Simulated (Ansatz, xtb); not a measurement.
## Relative energy of two isomers of BGe2H9Si

We compare I, `B[SiH2][GeH2][GeH3]`, a singlet, with II, `[BH2][GeH2][SiH2][GeH3]`, a singlet. Both are isolated molecules in the gas phase, relaxed with PBE-D3(BJ)/def2-SVP; each stands in its lowest conformer found.

**Question.** Estimate E(II) − E(I) at the level CCSD(T)/def2-SVP + ΔMP2/def2-TZVPP.

**Answer.** Calculated at CCSD(T)/def2-SVP + ΔMP2/def2-TZVPP: E(II) − E(I) = +1.11 kcal/mol, so structure I lies lower.

How the difference moves with the method:

```csv
level,geometry,E(II) − E(I) (kcal/mol),departure from the last row (kcal/mol),"job, with rough time for the two"
GFN2-xTB,GFN2-xTB,+0.92,−0.19,"optimisation, 0.78 s"
HF/STO-3G,GFN2-xTB,−2.64,−3.75,"single point, 2.1 s"
r2SCAN-D4/def2-SVP,GFN2-xTB,+1.61,+0.50,"single point, 11 s"
PBE-D3(BJ)/def2-SVP,PBE-D3(BJ)/def2-SVP,+1.52,+0.40,"optimisation, 2.2 min"
HF/def2-SVP,PBE-D3(BJ)/def2-SVP,+0.85,−0.26,part of the CCSD(T) run
MP2/def2-SVP,PBE-D3(BJ)/def2-SVP,+1.54,+0.43,part of the CCSD(T) run
CCSD(T)/def2-SVP,PBE-D3(BJ)/def2-SVP,+1.68,+0.57,single point
CCSD(T)/def2-SVP + ΔMP2/def2-TZVPP,PBE-D3(BJ)/def2-SVP,+1.11,,"single point, 4.1 min"
```

As drawn, II has 1 B–Ge, 1 Ge–Si in place of 1 B–Si, 1 Ge–Ge.

HF/STO-3G puts the two in the other order. The largest departure from CCSD(T)/def2-SVP + ΔMP2/def2-TZVPP is that of HF/STO-3G, 3.75 kcal/mol. A small imaginary or near-zero mode remains, so no thermal terms are given. The last row adds to CCSD(T) the change of the MP2 difference between the two basis sets, here −0.57 kcal/mol.

The correlated steps freeze 24 core orbitals; the filled d shell of Ge is correlated, in a basis made for valence electrons. Run with Ansatz 0.2.0, xtb 6.7.1; the last row on 2 threads of AMD EPYC (Zen 3) on a shared host.
